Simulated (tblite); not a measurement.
Species: C2H12OSi4.
Numbering: `[CH3:1][O:2][CH2:3][SiH:4]1[SiH2:5][SiH2:6][SiH2:7]1` (hydrogens: H8, H9, H10 on C1; H11, H12 on C3; H13 on Si4; H14, H15 on Si5; H16, H17 on Si6; H18, H19 on Si7)

Geometry (GFN2-xTB, Å), atoms numbered from 1 in this order:
```
atom  x, y, z in Å
C1     2.310    0.790   -0.883
O2     1.138    0.202   -0.388
C3     1.276   -1.159   -0.014
Si4   -0.501   -1.539    0.584
Si5   -0.956    0.337    1.946
Si6   -1.967    1.387    0.095
Si7   -1.797   -0.602   -1.157
H8     2.068    1.822   -1.131
H9     2.664    0.270   -1.782
H10    3.109    0.771   -0.131
H11    1.600   -1.758   -0.874
H12    2.045   -1.263    0.762
H13   -0.462   -2.956    1.004
H14   -1.861    0.074    3.080
H15    0.184    0.997    2.596
H16   -1.262    2.555   -0.451
H17   -3.327    1.913    0.303
H18   -1.192   -0.546   -2.495
H19   -3.077   -1.285   -1.414
```

Computed values, GFN2-xTB/tblite, gas phase, harmonic and unscaled. Errors from tens to a few hundred cm⁻¹ against measured bands are possible. Modes of hydrogen on silicon can be 10 to 20 % off. One conformer, not necessarily the lowest.

Harmonic wavenumbers (cm⁻¹): 42.1, 43.7, 89.4, 92.9, 157.5, 191.7, 222.5, 259.5, 305.8, 320.2, 361.1, 361.8, 375.8, 377.2, 392.9, 404.6, 426.9, 427.5, 474.6, 481.3, 546.5, 608.7, 609.1, 637.4, 751.5, 783.6, 826.3, 831.0, 855.8, 964.1, 1098.2, 1134.7, 1154.5, 1193.1, 1281.9, 1407.4, 1470.8, 1493.2, 1509.2, 2080.2, 2127.4, 2128.5, 2145.3, 2172.1, 2177.2, 2181.0, 2860.0, 2894.7, 2895.4, 2919.2, 3018.0.

A = 1377, B = 933.6, C = 921.2 MHz; mass 163.997 u (most abundant isotopes); point group Cs, symmetry number 1.

Problem. Zero-point energy?

Solution. Half the sum of the wavenumbers: 27282 cm⁻¹ = 78.00 kcal/mol.

Problem. What is S at 200 K and 1 bar for an ideal gas of classical rigid rotors and harmonic oscillators?

Solution. Translation 39.24, rotation 28.80, vibration 26.77: S = 94.8 cal/(mol K).

Problem. And Cp and H(200 K) − H(0)?

Solution. Cp = 38.48 cal/(mol K), of which vibrations give 30.53 (their classical limit is 51 R = 101.3); H(200 K) − H(0) = 4.54 kcal/mol without the zero-point energy, 2.95 from vibrations.

Problem. How do the functions run with temperature in this model?

Solution. 
```json
{"T (K)": "150", "S (cal/(mol K))": "84.9", "Cp (cal/(mol K))": "30.9", "H − H(0) (kcal/mol)": "2.80", "G − H(0) (kcal/mol)": "-9.93", "ln q(vib)": "4.22"}
{"T (K)": "250", "S (cal/(mol K))": "104.1", "Cp (cal/(mol K))": "44.9", "H − H(0) (kcal/mol)": "6.63", "G − H(0) (kcal/mol)": "-19.40", "ln q(vib)": "7.92"}
{"T (K)": "298.15", "S (cal/(mol K))": "112.5", "Cp (cal/(mol K))": "50.2", "H − H(0) (kcal/mol)": "8.92", "G − H(0) (kcal/mol)": "-24.61", "ln q(vib)": "9.71"}
{"T (K)": "400", "S (cal/(mol K))": "128.5", "Cp (cal/(mol K))": "59.3", "H − H(0) (kcal/mol)": "14.51", "G − H(0) (kcal/mol)": "-36.90", "ln q(vib)": "13.42"}
{"T (K)": "600", "S (cal/(mol K))": "155.2", "Cp (cal/(mol K))": "72.2", "H − H(0) (kcal/mol)": "27.74", "G − H(0) (kcal/mol)": "-65.37", "ln q(vib)": "20.20"}
{"T (K)": "900", "S (cal/(mol K))": "187.1", "Cp (cal/(mol K))": "84.8", "H − H(0) (kcal/mol)": "51.45", "G − H(0) (kcal/mol)": "-116.90", "ln q(vib)": "29.11"}
```

q(vib) and H(0) count from the zero-point level.

Problem. What must be added to the electronic energy to get the Gibbs energy at 200 K and 1 bar?

Solution. ZPE + [H(200 K) − H(0)] − T·S = 78.00 + 4.54 − 18.96 = 63.58 kcal/mol.

Problem. Which modes carry the vibrational entropy at 200 K?

Solution. 42.1 cm⁻¹: 4.37; 43.7 cm⁻¹: 4.29; 89.4 cm⁻¹: 2.90; 92.9 cm⁻¹: 2.82; 157.5 cm⁻¹: 1.84; 191.7 cm⁻¹: 1.50 cal/(mol K); the other 45 give 9.05 together.

Hindered rotation and anharmonicity are outside this model. Other conformers, if any are populated, would add a mixing term that is left out.

Hardware: one thread of an Arm Neoverse V2, shared host with 96 logical CPUs at a one-minute load of 48. Cost: 0.91 s. The figure is for the frequency step alone.
